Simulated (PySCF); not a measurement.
## Spinor energies of V (vanadium, neutral)

Start: [Ar] 3d2 4s2 5s1; 3d5/2 filled at m_j = +3/2, +5/2; 5s1/2 filled at m_j = +1/2. Calculated with PySCF 2.14 in x2c-TZVPall-2c with one added diffuse shell each of s, p, d type (7s8p5d1f, 63 functions): generalised Hartree-Fock with the X2C-1e Hamiltonian and a Gaussian nucleus; one run each with spin-orbit coupling (SO) switched off, then screened by Boettger's factors. This is a chosen level, not necessarily the ground level.

```tsv
spinor shell	electrons	ε, spin-free (eV)	ε, screened SO (eV)	weight of nominal j (screened SO)	rms radius, screened SO (bohr)
1s1/2	2	-5531.3	-5531.3	1.000	0.0768
2s1/2	2	-669.21	-669.22	1.000	0.332
2p1/2	2	-557.59	-562.30	0.996	0.301
2p3/2	4	-557.59	-555.31	0.998	0.304
3s1/2	2	-98.504	-98.513	1.000	1.00
3p1/2	2	-65.233	-64.014	0.706	1.08
3d5/2	2	-23.827	-23.808	0.896	1.34
4s1/2	2	-11.161	-11.162	1.000	3.20
5s1/2	1	-2.348	-2.348	1.000	9.01
```

Question: Where does 3p3/2 lie, and what is the 3p spin-orbit splitting (screened SO)?

Answer: At -65.860 eV, -1.846 eV above 3p1/2.

```json
{"quantity": "E (hartree)", "spin-free": "-947.83027", "screened SO": "-947.83753"}
{"quantity": "M_J", "spin-free": "9/2", "screened SO": "9/2"}
{"quantity": "⟨J²⟩", "spin-free": "24.758", "screened SO": "24.758"}
{"quantity": "⟨L²⟩", "spin-free": "12.006", "screened SO": "12.007"}
{"quantity": "⟨S²⟩", "spin-free": "3.752", "screened SO": "3.752"}
```

Each row is a mean over spinors that exchange with the open shell spreads, by up to 8.642 eV (3p3/2).

Rows whose weight is well below 1 are mixtures of j = l ± 1/2: exchange outweighs spin-orbit coupling there, and the label is only the starting occupation.

Without spin-orbit coupling the j labels of p, d and f shells carry no meaning; the spin-free column gives the mean over the occupied spinors of each nl shell.
